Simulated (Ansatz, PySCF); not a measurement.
Dissociation curve of SMILES [GaH3] (H₃Ga). The Ga1–H4 bond (Ga1 also carries H, H; H4 carries nothing else) is varied alone, starting from the PBE0/def2-TZVP optimised geometry.

Levels: RHF/LANL2DZ = restricted Hartree-Fock/LANL2DZ, with its core potentials past Ne (PySCF 2.14.0); UCCSD = CCSD on UHF/def2-SVP, cores with 3d frozen (Ansatz, a program for electronic structure); RKS-PBE = restricted PBE/def2-SVP (Ansatz); RCCSD(T) = CCSD(T) on RHF/def2-SVP, cores with 3d frozen in Ansatz.

Energies are in mEh, each relative to the lowest point of its own curve near equilibrium.

```csv
R / Å,RHF/LANL2DZ,UCCSD,RKS-PBE,RCCSD(T)
1.25,43.6,47.7,44.4,47.8
1.36,16.2,17.9,16.6,18.0
1.41,8.9,10.0,9.2,10.0
1.47,3.3,3.9,3.5,3.9
1.52,0.8,1.1,1.0,1.1
1.57,0.0,0.0,0.0,0.0
1.60,0.2,0.0,0.1,0.0
1.68,2.6,2.2,2.1,2.1
1.76,7.2,6.5,6.2,6.4
1.79,9.4,8.6,8.1,8.5
1.93,22.1,20.3,19.1,20.1
2.10,40.7,36.9,34.7,36.5
2.37,72.7,63.7,60.3,62.5
2.60,99.5,84.1,80.4,81.8
2.82,123.6,100.1,97.4,96.8
3.19,159.4,117.9,120.5,—
3.40,177.0,123.2,130.8,—
3.79,204.6,127.3,145.6,—
4.24,229.5,128.6,157.1,—
4.68,248.0,128.9,164.4,—
5.45,269.6,129.0,171.3,—
```

At the longest distance, 5.45 Å, RHF/LANL2DZ lies highest above its minimum (269.6 mEh) and UCCSD lowest (129.0 mEh).

Dashes: no converged value, or the column stops at the first point that the program doubted or that broke a chosen test of continuity, which isn't proof of a fault.

The restricted form behind RHF/LANL2DZ, RKS-PBE keeps the bonding electrons paired and can't separate into open-shell fragments. The unrestricted determinant behind UCCSD is spin-contaminated at 2.37 to 5.45 Å (<S²> up to 1.0, against 0.00 for a pure singlet). The T1 diagnostic of CCSD on the restricted reference of RCCSD(T) exceeds 0.045 at 3.19 to 5.45 Å.
